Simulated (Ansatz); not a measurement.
Caution, from a PySCF single point (TPSSh-D3(BJ)/def2-TZVP) at this geometry: the restricted solution is unstable towards spin-unrestricted or complex orbitals, so a lower solution exists and this singlet may not be the ground state.  The multiplicity is imposed and other spin states were not computed.

All values below come from r2SCAN-D4/def2-SVP in Ansatz (a first-principles code). No frequencies were computed at this level.

Ansatz 0.2 input:
```yaml
crystal:
  periodic: [false, false, false]
  atoms:
    - { symbol: Pt, position_ang: [0.042439, -0.130597, -0.145958] }
    - { symbol: O, position_ang: [-1.456286, -1.092914, 0.182178] }
    - { symbol: H, position_ang: [-2.266961, -0.665826, -0.131756] }
    - { symbol: O, position_ang: [1.572352, 0.786607, -0.460316] }
    - { symbol: H, position_ang: [1.433929, 1.625613, -0.923007] }
basis:
  gaussian: { orbitals: def2-svp }
hamiltonian:
  xc: r2scan
  dispersion: d4
relax:
  max_steps: 150
```

Output:

```
[...]
these checks for a lower state are left out or cut short: starts, cluster_reference, orbital_swaps, neighbouring_geometries, increment
735 factors; their error is unknown
mean field -7369.17966745 eV, -270.8123577692 hartree, gradient 1.3e-5 eV, S^2 0.000000; 0 other end points of the search recorded, 0 dependent functions left out
reference -7369.17968120 eV, -270.8123582748 hartree; 18, 18 occupied and 52, 52 virtual orbitals, 735 factors
relax step   4: F+E_penalty+E_count = -7369.19456197 eV  Δ(F+E_penalty+E_count) = -3.450e-3 eV  max|allowed force component| = 2.069e-1 eV/Å  Δτ_max = 0.0118 Å  (32 SCF iters, accepted)
these checks for a lower state are left out or cut short: starts, cluster_reference, orbital_swaps, neighbouring_geometries, increment
735 factors; their error is unknown
mean field -7369.18218715 eV, -270.8124503667 hartree, gradient 1.4e-5 eV, S^2 0.000000; 0 other end points of the search recorded, 0 dependent functions left out
reference -7369.18220088 eV, -270.8124508712 hartree; 18, 18 occupied and 52, 52 virtual orbitals, 735 factors
relax step   5: F+E_penalty+E_count = -7369.19707928 eV  Δ(F+E_penalty+E_count) = -2.517e-3 eV  max|allowed force component| = 1.618e-1 eV/Å  Δτ_max = 0.0137 Å  (31 SCF iters, accepted)
these checks for a lower state are left out or cut short: starts, cluster_reference, orbital_swaps, neighbouring_geometries, increment
735 factors; their error is unknown
mean field -7369.18325336 eV, -270.8124895491 hartree, gradient 8.1e-6 eV, S^2 0.000000; 0 other end points of the search recorded, 0 dependent functions left out
reference -7369.18326709 eV, -270.8124900538 hartree; 18, 18 occupied and 52, 52 virtual orbitals, 735 factors
relax step   6: F+E_penalty+E_count = -7369.19814664 eV  Δ(F+E_penalty+E_count) = -1.067e-3 eV  max|allowed force component| = 1.410e-1 eV/Å  Δτ_max = 0.0201 Å  (32 SCF iters, accepted)
these checks for a lower state are left out or cut short: starts, cluster_reference, orbital_swaps, neighbouring_geometries, increment
735 factors; their error is unknown
mean field evaluation 64: about -7369.1838 eV, gradient 3.1e-5 eV
mean field -7369.18375492 eV, -270.8125079813 hartree, gradient 9.1e-6 eV, S^2 0.000000; 0 other end points of the search recorded, 0 dependent functions left out
reference -7369.18376866 eV, -270.8125084862 hartree; 18, 18 occupied and 52, 52 virtual orbitals, 735 factors
relax step   7: F+E_penalty+E_count = -7369.19864639 eV  Δ(F+E_penalty+E_count) = -4.997e-4 eV  max|allowed force component| = 1.005e-1 eV/Å  Δτ_max = 0.0053 Å  (32 SCF iters, accepted)
these checks for a lower state are left out or cut short: starts, cluster_reference, orbital_swaps, neighbouring_geometries, increment
735 factors; their error is unknown
mean field -7369.18409518 eV, -270.8125204855 hartree, gradient 1.2e-5 eV, S^2 0.000000; 0 other end points of the search recorded, 0 dependent functions left out
reference -7369.18410893 eV, -270.8125209909 hartree; 18, 18 occupied and 52, 52 virtual orbitals, 735 factors
relax step   8: F+E_penalty+E_count = -7369.19898661 eV  Δ(F+E_penalty+E_count) = -3.402e-4 eV  max|allowed force component| = 6.422e-2 eV/Å  Δτ_max = 0.0088 Å  (32 SCF iters, accepted)
these checks for a lower state are left out or cut short: starts, cluster_reference, orbital_swaps, neighbouring_geometries, increment
735 factors; their error is unknown
mean field -7369.18445234 eV, -270.8125336107 hartree, gradient 2.5e-5 eV, S^2 0.000000; 0 other end points of the search recorded, 0 dependent functions left out
reference -7369.18446608 eV, -270.8125341159 hartree; 18, 18 occupied and 52, 52 virtual orbitals, 735 factors
relax step   9: F+E_penalty+E_count = -7369.19934300 eV  Δ(F+E_penalty+E_count) = -3.564e-4 eV  max|allowed force component| = 5.420e-2 eV/Å  Δτ_max = 0.0052 Å  (31 SCF iters, accepted)
these checks for a lower state are left out or cut short: starts, cluster_reference, orbital_swaps, neighbouring_geometries, increment
735 factors; their error is unknown
mean field -7369.18639350 eV, -270.8126049470 hartree, gradient 2.5e-5 eV, S^2 0.000000; 0 other end points of the search recorded, 0 dependent functions left out
reference -7369.18640723 eV, -270.8126054517 hartree; 18, 18 occupied and 52, 52 virtual orbitals, 735 factors
relax step  10: F+E_penalty+E_count = -7369.20128875 eV  Δ(F+E_penalty+E_count) = -1.946e-3 eV  max|allowed force component| = 5.906e-2 eV/Å  Δτ_max = 0.0213 Å  (32 SCF iters, accepted)
these checks for a lower state are left out or cut short: starts, cluster_reference, orbital_swaps, neighbouring_geometries, increment
735 factors; their error is unknown
mean field -7369.18651903 eV, -270.8126095604 hartree, gradient 8.2e-6 eV, S^2 0.000000; 0 other end points of the search recorded, 0 dependent functions left out
reference -7369.18653277 eV, -270.8126100654 hartree; 18, 18 occupied and 52, 52 virtual orbitals, 735 factors
relax step  11: F+E_penalty+E_count = -7369.20141541 eV  Δ(F+E_penalty+E_count) = -1.267e-4 eV  max|allowed force component| = 6.877e-2 eV/Å  Δτ_max = 0.0039 Å  (33 SCF iters, accepted)
these checks for a lower state are left out or cut short: starts, cluster_reference, orbital_swaps, neighbouring_geometries, increment
735 factors; their error is unknown
mean field evaluation 96: about -7369.2010 eV, gradient 4.8e0 eV
mean field -7369.18968902 eV, -270.8127260553 hartree, gradient 1.2e-5 eV, S^2 0.000000; 0 other end points of the search recorded, 0 dependent functions left out
reference -7369.18970274 eV, -270.8127265596 hartree; 18, 18 occupied and 52, 52 virtual orbitals, 735 factors
relax step  12: F+E_penalty+E_count = -7369.20458406 eV  Δ(F+E_penalty+E_count) = -3.169e-3 eV  max|allowed force component| = 1.083e-1 eV/Å  Δτ_max = 0.0249 Å  (32 SCF iters, accepted)
these checks for a lower state are left out or cut short: starts, cluster_reference, orbital_swaps, neighbouring_geometries, increment
735 factors; their error is unknown
mean field -7369.19016487 eV, -270.8127435424 hartree, gradient 8.6e-6 eV, S^2 0.000000; 0 other end points of the search recorded, 0 dependent functions left out
reference -7369.19017860 eV, -270.8127440472 hartree; 18, 18 occupied and 52, 52 virtual orbitals, 735 factors
relax step  13: F+E_penalty+E_count = -7369.20506521 eV  Δ(F+E_penalty+E_count) = -4.812e-4 eV  max|allowed force component| = 1.223e-1 eV/Å  Δτ_max = 0.0087 Å  (33 SCF iters, accepted)
these checks for a lower state are left out or cut short: starts, cluster_reference, orbital_swaps, neighbouring_geometries, increment
735 factors; their error is unknown
mean field -7369.19292469 eV, -270.8128449642 hartree, gradient 2.1e-5 eV, S^2 0.000000; 0 other end points of the search recorded, 0 dependent functions left out
reference -7369.19293842 eV, -270.8128454685 hartree; 18, 18 occupied and 52, 52 virtual orbitals, 735 factors
relax step  14: F+E_penalty+E_count = -7369.20783002 eV  Δ(F+E_penalty+E_count) = -2.765e-3 eV  max|allowed force component| = 1.305e-1 eV/Å  Δτ_max = 0.0165 Å  (30 SCF iters, accepted)
these checks for a lower state are left out or cut short: starts, cluster_reference, orbital_swaps, neighbouring_geometries, increment
735 factors; their error is unknown
mean field -7369.19377127 eV, -270.8128760753 hartree, gradient 2.0e-5 eV, S^2 0.000000; 0 other end points of the search recorded, 0 dependent functions left out
reference -7369.19378501 eV, -270.8128765802 hartree; 18, 18 occupied and 52, 52 virtual orbitals, 735 factors
relax step  15: F+E_penalty+E_count = -7369.20868691 eV  Δ(F+E_penalty+E_count) = -8.569e-4 eV  max|allowed force component| = 1.533e-1 eV/Å  Δτ_max = 0.0125 Å  (31 SCF iters, accepted)
these checks for a lower state are left out or cut short: starts, cluster_reference, orbital_swaps, neighbouring_geometries, increment
735 factors; their error is unknown
mean field evaluation 128: about -7369.1984 eV, gradient 1.7e-3 eV
mean field -7369.19835756 eV, -270.8130446183 hartree, gradient 2.2e-5 eV, S^2 0.000000; 0 other end points of the search recorded, 0 dependent functions left out
reference -7369.19837132 eV, -270.8130451241 hartree; 18, 18 occupied and 52, 52 virtual orbitals, 735 factors
relax step  16: F+E_penalty+E_count = -7369.21329862 eV  Δ(F+E_penalty+E_count) = -4.612e-3 eV  max|allowed force component| = 2.053e-1 eV/Å  Δτ_max = 0.0344 Å  (32 SCF iters, accepted)
these checks for a lower state are left out or cut short: starts, cluster_reference, orbital_swaps, neighbouring_geometries, increment
735 factors; their error is unknown
mean field -7369.20172384 eV, -270.8131683269 hartree, gradient 2.0e-5 eV, S^2 0.000000; 0 other end points of the search recorded, 0 dependent functions left out
reference -7369.20173786 eV, -270.8131688421 hartree; 18, 18 occupied and 52, 52 virtual orbitals, 735 factors
relax step  17: F+E_penalty+E_count = -7369.21678220 eV  Δ(F+E_penalty+E_count) = -3.484e-3 eV  max|allowed force component| = 9.965e-1 eV/Å  Δτ_max = 0.1977 Å  (41 SCF iters, accepted)
these checks for a lower state are left out or cut short: starts, cluster_reference, orbital_swaps, neighbouring_geometries, increment
735 factors; their error is unknown
mean field -7369.22633645 eV, -270.8140728237 hartree, gradient 7.7e-6 eV, S^2 0.000000; 0 other end points of the search recorded, 0 dependent functions left out
reference -7369.22635033 eV, -270.8140733336 hartree; 18, 18 occupied and 52, 52 virtual orbitals, 735 factors
relax step  18: F+E_penalty+E_count = -7369.24134630 eV  Δ(F+E_penalty+E_count) = -2.456e-2 eV  max|allowed force component| = 2.260e-1 eV/Å  Δτ_max = 0.0558 Å  (37 SCF iters, accepted)
these checks for a lower state are left out or cut short: starts, cluster_reference, orbital_swaps, neighbouring_geometries, increment
735 factors; their error is unknown
mean field -7369.21548229 eV, -270.8136739405 hartree, gradient 4.7e-6 eV, S^2 0.000000; 0 other end points of the search recorded, 0 dependent functions left out
reference -7369.21549612 eV, -270.8136744488 hartree; 18, 18 occupied and 52, 52 virtual orbitals, 735 factors
relax step  19: F+E_penalty+E_count = -7369.23048137 eV  Δ(F+E_penalty+E_count) = +1.086e-2 eV  max|allowed force component| = 3.448e-1 eV/Å  Δτ_max = 0.0963 Å  (36 SCF iters, rejected (line search))
these checks for a lower state are left out or cut short: starts, cluster_reference, orbital_swaps, neighbouring_geometries, increment
735 factors; their error is unknown
mean field evaluation 160: about -7369.2377 eV, gradient 3.5e-5 eV
mean field -7369.23769057 eV, -270.8144900797 hartree, gradient 2.1e-5 eV, S^2 0.000000; 0 other end points of the search recorded, 0 dependent functions left out
reference -7369.23770445 eV, -270.8144905897 hartree; 18, 18 occupied and 52, 52 virtual orbitals, 735 factors
relax step  20: F+E_penalty+E_count = -7369.25273473 eV  Δ(F+E_penalty+E_count) = -1.139e-2 eV  max|allowed force component| = 1.295e-1 eV/Å  Δτ_max = 0.0468 Å  (37 SCF iters, accepted)
these checks for a lower state are left out or cut short: starts, cluster_reference, orbital_swaps, neighbouring_geometries, increment
735 factors; their error is unknown
mean field -7369.23873824 eV, -270.8145285809 hartree, gradient 2.0e-5 eV, S^2 0.000000; 0 other end points of the search recorded, 0 dependent functions left out
reference -7369.23875213 eV, -270.8145290912 hartree; 18, 18 occupied and 52, 52 virtual orbitals, 735 factors
relax step  21: F+E_penalty+E_count = -7369.25380970 eV  Δ(F+E_penalty+E_count) = -1.075e-3 eV  max|allowed force component| = 4.163e-2 eV/Å  Δτ_max = 0.0197 Å  (31 SCF iters, accepted)
these checks for a lower state are left out or cut short: starts, cluster_reference, orbital_swaps, neighbouring_geometries, increment
735 factors; their error is unknown
mean field -7369.23893978 eV, -270.8145359872 hartree, gradient 1.2e-5 eV, S^2 0.000000; 0 other end points of the search recorded, 0 dependent functions left out
reference -7369.23895367 eV, -270.8145364978 hartree; 18, 18 occupied and 52, 52 virtual orbitals, 735 factors
relax step  22: F+E_penalty+E_count = -7369.25402066 eV  Δ(F+E_penalty+E_count) = -2.110e-4 eV  max|allowed force component| = 2.066e-2 eV/Å  Δτ_max = 0.0132 Å  (31 SCF iters, accepted)
these checks for a lower state are left out or cut short: starts, cluster_reference, orbital_swaps, neighbouring_geometries, increment
735 factors; their error is unknown
mean field -7369.23903609 eV, -270.8145395268 hartree, gradient 2.3e-5 eV, S^2 0.000000; 0 other end points of the search recorded, 0 dependent functions left out
reference -7369.23904999 eV, -270.8145400374 hartree; 18, 18 occupied and 52, 52 virtual orbitals, 735 factors
relax step  23: F+E_penalty+E_count = -7369.25411260 eV  Δ(F+E_penalty+E_count) = -9.194e-5 eV  max|allowed force component| = 5.261e-3 eV/Å  Δτ_max = 0.0055 Å  (30 SCF iters, accepted)
735 factors; their error is unknown
mean field evaluation 192: about -7369.2724 eV, gradient 5.5e-1 eV
mean field -7369.23903609 eV, -270.8145395268 hartree, gradient 2.3e-5 eV, S^2 0.000000; 3 other end points of the search recorded, 0 dependent functions left out
reference -7369.23904999 eV, -270.8145400374 hartree; 18, 18 occupied and 52, 52 virtual orbitals, 735 factors
Total energy: -7369.25412650 eV, -270.8150940889 hartree
Atom 0 at     0.072937    -0.065540     0.181755 Å, force    -0.003726     0.002618    -0.004018 eV/Å
Atom 1 at    -1.435581    -1.133762     0.060391 Å, force     0.004023    -0.004500     0.005261 eV/Å
Atom 2 at    -2.212751    -0.597541    -0.187353 Å, force     0.000819     0.004054    -0.002864 eV/Å
Atom 3 at     1.564917     0.722506    -0.582699 Å, force    -0.001629     0.000246    -0.003429 eV/Å
Atom 4 at     1.335951     1.597220    -0.950953 Å, force     0.000514    -0.002416     0.005051 eV/Å
Dipole moment:    -0.306517     0.431017    -0.184913 e Å
```

Cost: about 60 core-seconds (a rough figure).
